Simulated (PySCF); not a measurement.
How methods differ on the ionisation energy of Co²⁺

Co²⁺ [Ar] 3d7 (4F) → Co³⁺ [Ar] 3d6 (5D), as a difference of total energies. Calculation: PySCF 2.14, in cc-pVTZ-DK (7s6p4d2f1g, 68 functions); scalar relativity by spin-free X2C-1e. Correlated levels: valence: [Ar] frozen. The calculations carry no spin-orbit coupling.

Task: Order these methods by the ionisation energy they give, lowest first.
A. UHF
B. SCS-MP2 (valence)
C. M06-2X
D. MN15

Result: A (31.199 eV), B (33.123 eV), C (33.291 eV), D (33.392 eV).

The reference lies between the lowest fine-structure levels, while these numbers refer to the centres of the terms.

Errors of the correlated levels include the incompleteness of this basis and the frozen core.

For comparison: 33.5 ± 0.06 eV (semi-empirical (NIST evaluation); NIST Atomic Spectra Database, ionization energies).
